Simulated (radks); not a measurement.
The numbers below are computed, except where a source is named.
Valence configurations of Kr+ (all share [Ar]). Level of theory: scalar-relativistic Kohn-Sham, PBEsol, spin-polarised, spherical densities, finite nucleus; open shells are filled with parallel spins first; Fermi nuclear charge, rms radius 4.1884 fm (a radial shooting solver on a logarithmic mesh with Libxc functionals). Energies are relative to 3d10 4s2 4p5; eigenvalues in eV for spin up.

| valence | E (eV) | moment (Bohr magnetons) | e(3d) | e(4p) | e(4s) |
|---|---|---|---|---|---|
| 3d10 4s2 4p5 | 0.000 | 1 | -93.340 | -19.940 | -34.387 |
| 3d10 4s1.5 4p5.5 | 7.218 | 1 | -94.136 | -20.278 | -34.839 |
| 3d10 4s1 4p6 | 14.453 | 1 | -94.927 | -20.614 | -35.287 |
| 3d9 4s2 4p6 | 79.358 | 1 | -107.78 | -21.455 | -36.797 |

NIST lists [Ar] 3d10 4s2 4p5 as the ground configuration; this level of theory agrees among the configurations tried. The energies are those of spherical high-spin densities, not of single terms.
